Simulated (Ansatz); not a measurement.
Coupled-cluster diagnostics for the cluster TiS2⁻, Ansatz.

Geometry of the doublet (PBE-D4/def2-TZVPD):

```csv
atom,x (Å),y (Å),z (Å)
Ti1,1.1988,0.7019,-0.0183
S2,-0.2974,-0.8461,0.8830
S3,-0.9014,0.1443,-0.8647
```

Correlated methods freeze 15 core orbitals; core or outer-core shells of Ti are correlated, in sets that lack core-valence functions. No other spin state of charge -1 was run. The geometry of the doublet was relaxed on an unsound state (⟨S²⟩ 1.44, where a pure state has 0.75). Another isomer (doublet) lies 1.81 eV lower at PBE0-D4/def2-TZVPD; other spin states weren't run for this one.

Estimate the CCSD(T) correlation energy, the shares of MP2 and (T), T1 and the reference's ⟨S²⟩ for: charge -1, doublet, own geometry in def2-TZVPPD; and the rough time on 4 threads of Arm Neoverse V2 on a shared host.


```
                           state        basis  correlation (eV)  MP2 share (%)  (T) share (%)     T1  ⟨S²⟩ (pure)  wall time                                                remarks
charge -1, doublet, own geometry  def2-TZVPPD           -20.472           88.1            5.2  0.046  1.75 (0.75)       41 s  flagged by the program, spin-contaminated (⟨S²⟩ 1.75)
```
Customary marks for T1 are 0.02 (closed shells), 0.045 (open shells) and about 0.05 (3d metals). T1 exceeds 0.02 in 1 of 1 rows and 0.045 in 1; the higher it lies, the less the single-reference result can be trusted.
